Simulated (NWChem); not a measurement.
System: CH$_{6}$N cation; SMILES [NH3+]C

The following NWChem deck was run.

```
start job
memory heap 200 mb stack 900 mb global 1100 mb
charge 1
geometry units angstroms noautosym nocenter noautoz
  C      0.000000     0.000000     0.814573
  N      0.000000     0.000000    -0.702497
  H     -1.016838     0.195558     1.154755
  H      0.677777     0.782828     1.154755
  H      0.339061    -0.978386     1.154755
  H     -0.625345    -0.723642    -1.080310
  H      0.939365    -0.179744    -1.080310
  H     -0.314020     0.903386    -1.080310
end
basis spherical
  * library def2-svp
end
dft
  xc xpbe96 cpbe96
  iterations 150
end
cosmo
  do_cosmo_smd true
  solvent octanol
end
task dft energy
```

Parts of the log:

```
             Northwest Computational Chemistry Package (NWChem) 7.3.0
             --------------------------------------------------------

                             Geometry "geometry" -> ""
                             -------------------------

 Output coordinates in angstroms (scale by  1.889725989 to convert to a.u.)

  No.       Tag          Charge          X              Y              Z
 ---- ---------------- ---------- -------------- -------------- --------------
    1 C                    6.0000     0.00000000     0.00000000     0.81457300
    2 N                    7.0000     0.00000000     0.00000000    -0.70249700
    3 H                    1.0000    -1.01683800     0.19555800     1.15475500
    4 H                    1.0000     0.67777700     0.78282800     1.15475500
    5 H                    1.0000     0.33906100    -0.97838600     1.15475500
    6 H                    1.0000    -0.62534500    -0.72364200    -1.08031000
    7 H                    1.0000     0.93936500    -0.17974400    -1.08031000
    8 H                    1.0000    -0.31402000     0.90338600    -1.08031000

 Effective nuclear repulsion energy (a.u.)      47.5806732872

  pbe96 is a nonlocal functional; adding pw91lda local functional.

                                 NWChem DFT Module
                                 -----------------

 Summary of "ao basis" -> "ao basis" (spherical)
 ------------------------------------------------------------------------------
       Tag                 Description            Shells   Functions and Types
 ---------------- ------------------------------  ------  ---------------------
 C                          def2-svp                 6       14   3s2p1d
 N                          def2-svp                 6       14   3s2p1d
 H                          def2-svp                 3        5   2s1p

 in cosmo_initialize ...
 calling solv_data for solv:octanol

 solvent parameters
 solvname_short: octanol
 solvname_long:  1-octanol
 dielec:        9.8629
 dielecinf:     2.0435
 nonaqueous SMD model solvent descriptors
 dielec:        9.8629
 sola:          0.3700
 solb:          0.4800
 solc:          0.0000
 solg:         39.0100
 solh:          0.0000
 soln:          1.4295

          ---------------
          -cosmo- solvent
          ---------------
 Cosmo: York-Karplus, doi: 10.1021/jp992097l
 dielectric constant -eps-     =   9.86
 screen = (eps-1)/(eps    )    =   0.89861
 surface charge correction     = lagrangian

   van der Waals surface
 --------------------------

 ---------- ATOMIC COORDINATES (A.U.) ------------ VDWR(ANG.) --
     1    0.00000000    0.00000000    1.53931977     1.850
     2    0.00000000    0.00000000   -1.32752684     1.890
     3   -1.92154519    0.36955103    2.18217053     1.200
     4    1.28081281    1.47933042    2.18217053     1.200
     5    0.64073238   -1.84888145    2.18217053     1.200
     6   -1.18173070   -1.36748509   -2.04148988     1.200
     7    1.77514245   -0.33966691   -2.04148988     1.200
     8   -0.59341175    1.70715200   -2.04148988     1.200
 number of segments per atom =        128
 number of   points per atom =        128
 atom (   nspa,  nppa )
 ----------------------
    1 (     56,     0 )       0
    2 (     67,     0 )       0
    3 (     55,     0 )       0
    4 (     54,     0 )       0
    5 (     55,     0 )       0
    6 (     47,     0 )       0
    7 (     46,     0 )       0
    8 (     46,     0 )       0
 number of -cosmo- surface points =      426
 molecular surface =     70.434 angstrom**2
 molecular volume  =     46.720 angstrom**3
 -lineq- algorithm             =   0
 -bem- low  level              =   3
 -bem- from -octahedral-
 gaussian surface charge width =   4.50000
 degree of switching           =   1.00000
 switching function tolerance  =   0.00010
 atomic radii =
 --------------
    1  6.000  1.850
    2  7.000  1.890
    3  1.000  1.200
    4  1.000  1.200
    5  1.000  1.200
    6  1.000  1.200
    7  1.000  1.200
    8  1.000  1.200
 ...... end of -cosmo- initialization ......

 nat:                     8
 ixmem:                  3618
 calling mnsol_interface()
 G(SMD-CDS) energy (kcal/mol)  =     0.855
 SMD-CDS SASA (angstrom**2)    =    96.066

[...]

                                COSMO-SMD solvation results
                                ---------------------------

             internal energy in gas <Psi(g)|H|Psi(g)> =       -96.009510956403
         internal energy in solvent <Psi(s)|H|Psi(s)> =       -96.008402363970
                               delta internal energy  =         0.001108592434 (    0.70 kcal/mol)
   total free energy in solvent <Psi(s)|H+V/2|Psi(s)> =       -96.119380749181
 polarization energy contribution <Psi(s)|V/2|Psi(s)> =        -0.110978385211 (  -69.64 kcal/mol)
    total free energy in solvent including G(SMD-CDS) =       -96.118018393058
                       G(SMD-CDS) energy contribution =         0.001362356122 (    0.85 kcal/mol)
     1 M fixed-concentration free energy of solvation =        -0.108507436655 (  -68.09 kcal/mol)

                       DFT Final Molecular Orbital Analysis
                       ------------------------------------

 Vector    7  Occ=2.000000D+00  E=-4.618109D-01
              MO Center= -2.2D-04, -4.1D-05,  2.3D-01, r^2= 1.6D+00
   Bfn.  Coefficient  Atom+Function         Bfn.  Coefficient  Atom+Function
  ----- ------------  ---------------      ----- ------------  ---------------
    20      0.442294  2 N  pz                 6      0.375748  1 C  pz
    23     -0.226182  2 N  pz                29      0.142655  3 H  s
    34      0.142379  4 H  s                 39      0.142526  5 H  s
     9      0.124010  1 C  pz                 2      0.102235  1 C  s
    16     -0.097104  2 N  s                 44      0.093875  6 H  s

 Vector    8  Occ=2.000000D+00  E=-3.859974D-01
              MO Center= -1.0D-01, -1.7D-01,  7.8D-01, r^2= 1.5D+00
   Bfn.  Coefficient  Atom+Function         Bfn.  Coefficient  Atom+Function
  ----- ------------  ---------------      ----- ------------  ---------------
    39      0.324366  5 H  s                  5     -0.320216  1 C  py
     4      0.310641  1 C  px                29     -0.293240  3 H  s
    54      0.148685  8 H  s                 49     -0.134250  7 H  s
     8     -0.126432  1 C  py                 7      0.122442  1 C  px
    19     -0.121418  2 N  py                18      0.117696  2 N  px

 Vector    9  Occ=2.000000D+00  E=-3.859287D-01
              MO Center=  1.0D-01,  1.7D-01,  7.8D-01, r^2= 1.5D+00
   Bfn.  Coefficient  Atom+Function         Bfn.  Coefficient  Atom+Function
  ----- ------------  ---------------      ----- ------------  ---------------
    34      0.356590  4 H  s                  4      0.320270  1 C  px
     5      0.310658  1 C  py                29     -0.205169  3 H  s
    44      0.163376  6 H  s                 39     -0.151287  5 H  s
     7      0.126366  1 C  px                 8      0.122551  1 C  py
    18      0.121419  2 N  px                35      0.121711  4 H  s

 Vector   10  Occ=0.000000D+00  E=-1.156385D-02
              MO Center=  3.7D-03,  4.8D-04, -7.4D-01, r^2= 4.0D+00
   Bfn.  Coefficient  Atom+Function         Bfn.  Coefficient  Atom+Function
  ----- ------------  ---------------      ----- ------------  ---------------
    17      1.307552  2 N  s                 50     -0.599071  7 H  s
    45     -0.593967  6 H  s                 55     -0.595805  8 H  s
     3      0.570690  1 C  s                  9      0.416744  1 C  pz
    16      0.341091  2 N  s                 30     -0.330788  3 H  s
    35     -0.331278  4 H  s                 40     -0.331776  5 H  s

 Vector   11  Occ=0.000000D+00  E= 5.022630D-02
              MO Center= -3.6D-03, -2.1D-03,  1.1D+00, r^2= 3.9D+00
   Bfn.  Coefficient  Atom+Function         Bfn.  Coefficient  Atom+Function
  ----- ------------  ---------------      ----- ------------  ---------------
     3      2.603025  1 C  s                 30     -1.037087  3 H  s
    40     -1.034065  5 H  s                 35     -1.028303  4 H  s
    17     -0.881960  2 N  s                 23     -0.501587  2 N  pz
     2      0.408825  1 C  s                  9     -0.294197  1 C  pz
    20      0.206127  2 N  pz                 1     -0.183144  1 C  s

 Vector   12  Occ=0.000000D+00  E= 5.671947D-02
              MO Center=  2.9D-01,  1.5D-01, -7.5D-01, r^2= 4.0D+00
   Bfn.  Coefficient  Atom+Function         Bfn.  Coefficient  Atom+Function
  ----- ------------  ---------------      ----- ------------  ---------------
    50      1.174279  7 H  s                 55     -0.938887  8 H  s
    30     -0.627948  3 H  s                 21     -0.536416  2 N  px
    40      0.505002  5 H  s                  7     -0.357638  1 C  px
    18      0.327824  2 N  px                22      0.308003  2 N  py
    49      0.245491  7 H  s                 45     -0.237440  6 H  s

     Multipole analysis of the density
     ---------------------------------

     L   x y z        total         alpha         beta         nuclear
     -   - - -        -----         -----         ----         -------
     0   0 0 0      1.000000     -9.000000     -9.000000     19.000000

     1   1 0 0     -0.000517     -0.000259     -0.000259      0.000000
     1   0 1 0      0.000159      0.000079      0.000079      0.000000
     1   0 0 1     -1.078360     -0.721816     -0.721816      0.365273

     2   2 0 0     -7.614656     -9.128884     -9.128884     10.643111
     2   1 1 0      0.001286      0.000645      0.000645     -0.000004
     2   1 0 1      0.003023      0.001511      0.001511     -0.000000
     2   0 2 0     -7.614658     -9.128882     -9.128882     10.643106
     2   0 1 1      0.000641      0.000321      0.000321      0.000000
     2   0 0 2     -5.351354    -29.346663    -29.346663     53.341972
```

Level: PBE/def2-SVP, SMD on the gas-phase geometry. Structure relaxed at the B3LYP/6-31G* (spherical d) level. Solvent: 1-octanol.
